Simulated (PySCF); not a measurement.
BeH6O2Si2, SMILES [SiH3][O][Be][O][SiH3]. Atoms are numbered in the order given.

```xyz
11

Be    -0.0004    -0.0050     0.0004
O     -1.1627     0.1545     0.7852
Si    -2.5201     0.3468     1.7020
H     -2.4000    -0.4311     2.9694
H     -3.7185    -0.1353     0.9553
H     -2.7134     1.7872     2.0400
O      1.1620    -0.1633    -0.7844
Si     2.5205    -0.3422    -1.7024
H      2.2621    -1.2902    -2.8252
H      3.6373    -0.8776    -0.8704
H      2.9345     0.9734    -2.2713
```

Coordinates come from a B3LYP-D3(BJ)/def2-SVP optimisation. The structure was generated by enumeration; whether it is a known compound was not checked. Other conformers were not sampled.

Computed with PBE/pcSseg-1 (PySCF).

GIAO shieldings, no solvent; atoms alike by connectivity are averaged. δ = σ(ref) − σ: ¹⁷O against H2O (σ = 334.3 ppm); ²⁹Si against TMS (σ = 335.4 ppm); ¹H against TMS (σ = 31.49 ppm), references at their B3LYP-D3(BJ)/def2-TZVP geometries, non-relativistic.

| atoms | nucleus | count | δ (ppm) |
|---|---|---|---|
| O2, O7 | ¹⁷O | 2 | ___ |
| Si3, Si8 | ²⁹Si | 2 | -40.6 |
| H4, H5, H6, H9, H10, H11 | ¹H | 6 | 5.54 |

What belongs in the gaps? (An estimate is asked for; the answer gives what the named calculation found.)


- O2, O7, δ (ppm): 14.8
